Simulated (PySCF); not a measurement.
Compound: CH₇FP₂Si.
Cartesian coordinates in Å at the PBE0-D3(BJ)/def2-SVP level; atoms count from 1:
```
atom  x, y, z in Å
F1     0.787    2.372   -0.089
C2    -0.332    1.585    0.097
Si3   -0.030   -0.146   -0.642
P4     1.882   -1.063    0.141
P5    -1.878   -1.383   -0.203
H6    -1.200    2.067   -0.388
H7    -0.550    1.517    1.178
H8     0.093   -0.023   -2.126
H9     1.488   -0.888    1.505
H10    2.570    0.190    0.087
H11   -1.491   -1.653    1.147
H12   -1.301   -2.590   -0.707
```

Computed, not measured: PySCF, PBE0-D3(BJ)/def2-SVP geometry optimisation, gas phase.

Masses are those of the commonest isotopes; rigid-rotor values at the optimised geometry. The values belong to one conformer with, in the numbering `[F:1][CH2:2][SiH:3]([PH2:4])[PH2:5]`, F1–C2–Si3–P4 53°, C2–Si3–P4–H 54° and -39°, C2–Si3–P5–H -80° and -174°.

Question: What are A, B and C (GHz)?

Answer: Ia = 215.33, Ib = 316.73, Ic = 494.55 u·Å²; 505379 MHz·u·Å²/I gives 2347, 1596 and 1022 MHz, that is A = 2.3470, B = 1.5956, C = 1.0219 GHz.

Question: What kind of rotor is it?

Answer: An asymmetric top: κ = (2 × 1596 − 2347 − 1022)/(2347 − 1022) = -0.13.

Question: What does the inertial defect say?

Answer: Not planar: Δ = Ic − Ia − Ib = -37.51 u·Å². For a rigid frame Δ = −2 Σ m c², so Σ m c² = 18.76 u·Å² lies off the ab plane: 10.42 from hydrogen and 8.34 from heavier atoms. The atom farthest from that plane is 1.96 Å away.

Question: Which types of transition are allowed, and where do some lines up to J = 5 fall?

Answer: The dipole components are |μa| = 0.71 D, |μb| = 0.33 D, |μc| = 0.92 D. The squared components, which scale the intensities, stand as 0.60 : 0.13 : 1.00 (a : b : c). Some lines, for components of 0.1 D or more:

```csv
type,branch,"J(Ka,Kc)",MHz,lower level (cm⁻¹)
a,Q,"1(1,0) ← 1(1,1)",574,0.112
a,Q,"5(3,2) ← 5(3,3)",1238,1.648
c,Q,"3(2,2) ← 3(1,2)",1576,0.610
a,Q,"4(2,2) ← 4(2,3)",2315,1.006
c,Q,"5(3,3) ← 5(2,3)",2474,1.565
b,Q,"2(2,0) ← 2(1,1)",2480,0.325
c,R,"1(1,0) ← 0(0,0)",3943,0.000
b,Q,"5(2,3) ← 5(1,4)",4590,1.412
a,R,"3(0,3) ← 2(0,2)",7113,0.254
a,R,"3(2,2) ← 2(2,1)",7853,0.400
c,R,"3(2,2) ← 2(1,2)",11828,0.268
b,R,"5(1,4) ← 4(2,3)",12194,1.006
b,R,"3(3,0) ← 2(2,1)",13226,0.400
b,R,"4(4,0) ← 3(3,1)",17812,0.840
c,R,"5(3,2) ← 4(2,2)",18181,1.083
b,R,"5(5,1) ← 4(4,0)",22463,1.434
c,R,"5(5,1) ← 4(4,1)",22476,1.433
```

Question: Estimate the classical rotational partition function at 10 K, 100 K and 298.15 K.

Answer: Point group C1, symmetry number σ = 1; q = (√π/σ)·√((kT/h)³/(ABC)), k/h = 20836.6 MHz/K: 2730 at 10 K, 86200 at 100 K, 444000 at 298.15 K.

Stationary, but not proved a minimum. Zero-point vibration and centrifugal distortion are left out.

Hardware: Arm Neoverse N1, one thread, shared host with 64 logical CPUs at a one-minute load of 61. Cost: 74 s, 0.51 GiB resident at most. That covers the optimisation of the geometry.
